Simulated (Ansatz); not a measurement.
Calculated with Ansatz (gas phase, PBE0-D4/def2-TZVP geometries, no zero-point term in ΔE). CCSD(T)/CBS adds triple-zeta CCSD(T) − MP2 to the extrapolated MP2 energy (def2 sets, frozen cores). This one scheme is used for every species. Functionals use def2-TZVPP.

`[SiH3]N[SiH3]` + `FC1C[SiH2]1` → `FC1([SiH3])C[SiH2]1` + `N[SiH3]`  (formal exchange of groups at the Si–N bond)

`[SiH3]N[SiH3]`:

Cartesian coordinates in Å:
```
Si 0.484 1.482 -0.074
N 0.454 -0.215 -0.385
Si -0.639 -1.408 0.214
H -0.474 1.748 1.027
H 0.091 2.289 -1.263
H 1.848 1.926 0.325
H 1.137 -0.546 -1.053
H -1.453 -0.770 1.277
H 0.100 -2.573 0.774
H -1.548 -1.933 -0.843
```

`FC1C[SiH2]1`:

Z-matrix (Å, degrees):
```
C
C 1 1.522
Si 1 1.863 2 65.8
F 1 1.372 2 116.1 3 116.1
H 1 1.088 2 115.4 3 -112.1
H 2 1.085 1 117.8 3 118.2
H 2 1.087 1 113.5 3 -106.4
H 3 1.478 1 119.3 2 -107.2
H 3 1.476 1 119.0 2 100.8
```

`FC1([SiH3])C[SiH2]1`:

Z-matrix (Å, degrees):
```
C
Si 1 1.870
C 1 1.533 2 118.9
F 1 1.389 2 112.7 3 -136.5
Si 1 1.877 2 120.5 3 76.2
H 2 1.488 1 111.4 3 72.4
H 2 1.484 1 110.3 3 -165.8
H 2 1.488 1 106.8 3 -46.6
H 3 1.086 1 117.9 2 -5.3
H 3 1.088 1 112.8 2 -139.6
H 5 1.475 1 117.6 2 147.4
H 5 1.477 1 119.4 2 -2.7
```

`N[SiH3]`:

```xyz
7

N     0.010    0.421   -0.980
Si    0.105   -0.266    0.594
H    -0.224    1.395   -1.085
H    -0.376   -0.120   -1.737
H     0.952    0.624    1.430
H    -1.194   -0.443    1.310
H     0.727   -1.609    0.469
```

CCSD(T)/CBS gives +0.57 eV.

Problem. Another level gave +0.58 eV. Which?
A. HF/def2-TZVPP
B. B97M-V/def2-TZVPP
C. revPBE-D4/def2-TZVPP
D. BHLYP/def2-TZVPP

Solution. B. B97M-V 0.58, BHLYP 0.67, HF/def2-TZVPP 0.76, revPBE-D4 0.48 eV.

Largest T1 diagnostic among the species: 0.013.

From PBE to PBE0 (25 % exact exchange), in def2-TZVPP and without D4, ΔE moves by +0.06 eV. Leaving LDA and LC-ωPBE aside and taking each functional with its dispersion term where it has one, the values, not all of them listed here, spread over 0.16 eV, from revPBE-D4 to BHLYP-D4.
